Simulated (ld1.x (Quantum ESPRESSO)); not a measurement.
**What one change does to a pseudopotential (Be (Z = 4), PAW)**

* Element: Be
* Generator: ld1.x (Quantum ESPRESSO) 7.5
* Type: PAW
* Functional: PW91
* Relativity: non-relativistic
* Frozen core: [He]
* Valence charge: 2
* Reference configuration: 2s1.5 2p0 (charge +0.5)
* Partial waves: 2s (bound): rcut 1.90, rcutus 2.20 bohr; 2s channel at 0.25 Ry: rcut 1.90, rcutus 2.20 bohr; 2p (bound, empty): rcut 4.30, rcutus 4.50 bohr; 2p channel at 0.05 Ry: rcut 4.30, rcutus 4.50 bohr
* Local potential: all-electron potential smoothed inside 3.85 bohr (lloc = -1)
* Core correction: a·sin(br)/r model core inside 1.90 bohr
* Augmentation charge: PSQ, inside the norm-conserving radii

Change: local potential all-electron potential smoothed inside 5.26 bohr (lloc = -1).

Cutoffs: the cutoffs (Ry, on a coarse ladder) from which the occupation-weighted sum of valence levels, in a spherical-Bessel basis at the reference potential, stays within 10 and 1 mRy of its value at 400 Ry; they do not see the model core or the augmentation charge, which bear on the density cutoff. Errors are all-electron minus pseudo energies relative to the spin-unpolarised reference configuration.

How do hardness, ghosts and transferability respond?

Both files are so soft that the ladder of cutoffs tells neither apart; of the 5 tests that both files solve, the error grows in 2 and shrinks in 2 by more than 15 % and 0.3 meV (median size 0.6 → 2.1 meV); neither file shows a bound ghost.

| quantity | base | changed |
| --- | --- | --- |
| cutoff, loose | 6 Ry | 6 Ry |
| cutoff, tight | 6 Ry | 6 Ry |
| bound ghosts | none | none |
| error for 2s2 2p0, meV [ΔE -3.77 eV] | -0.3 | -0.6 |
| error for 2s1 2p0, meV [ΔE 5.80 eV] | -0.8 | -2.1 |
| error for 2s1 2p1, meV [ΔE -0.16 eV] | +0.6 | +0.1 |
| error for 2s0 2p1, meV [ΔE 9.72 eV] | -13 | -10 |
| error for 2s0 2p2, meV [ΔE 3.48 eV] | -0.2 | -2.3 |
| lowest overlap eigenvalue by channel | s 0.63, p 0.15 | s 0.78, p 0.12 |
